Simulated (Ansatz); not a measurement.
A run for Ansatz (a quantum-chemistry and plane-wave program): U-r2SCAN/def2-TZVPP on BrHPb (SMILES [Br][PbH]), a point of a bond scan (R = 4.280 Å). Elements past Kr take the def2 small-core potentials; no spin–orbit coupling.

Ansatz 0.2 input:
```yaml
crystal:
  periodic: [false, false, false]
  atoms:
    - {symbol: Pb, position_ang: [-0.44367559, -0.36613799, 0.53135789]}
    - {symbol: H, position_ang: [-3.19746575, -1.74332978, -2.44112871]}
    - {symbol: Br, position_ang: [1.08635354, 0.88537806, -1.22315198]}
basis:
  gaussian:
    orbitals: def2-TZVPP
hamiltonian:
  xc: {name: r2SCAN}
magnetization: {spin_polarized: true, initial_magnetization: 0}
```

The log:

```
WARN ansatz: RAYON_NUM_THREADS=1 ignored (pool sized by the plan → 1); use --threads N
Functional definition: r2SCAN
integrals: 0.04 GiB planned
817 factors; their error is unknown
mean field: 0.38 GiB planned
mean field evaluation 1: about -75305.5581 eV, gradient 1.7e1 eV
mean field evaluation 2: about -75267.5833 eV, gradient 6.7e1 eV
mean field evaluation 4: about -75308.2747 eV, gradient 1.4e1 eV
mean field evaluation 8: about -75308.6159 eV, gradient 9.3e0 eV
mean field evaluation 16: about -75310.7933 eV, gradient 4.1e-5 eV
mean field evaluation 32: about -75311.6611 eV, gradient 7.0e-5 eV
mean field evaluation 64: about -75311.6611 eV, gradient 8.7e-5 eV
mean field evaluation 96: about -75311.5783 eV, gradient 3.6e-1 eV
mean field -75311.66114161 eV, -2767.6524988767 hartree, gradient 1.5e-6 eV, S^2 0.914982; 9 other end points of the search recorded, 0 dependent functions left out
reference -75311.66116065 eV, -2767.6524995765 hartree; 29, 29 occupied and 83, 83 virtual orbitals, 817 factors
Total energy: -75311.66116065 eV, -2767.6524995765 hartree
```

The run converged. Its determinant has ⟨S²⟩ = 0.91, a mixture of spin states.

Cost: very roughly 60 core-seconds.
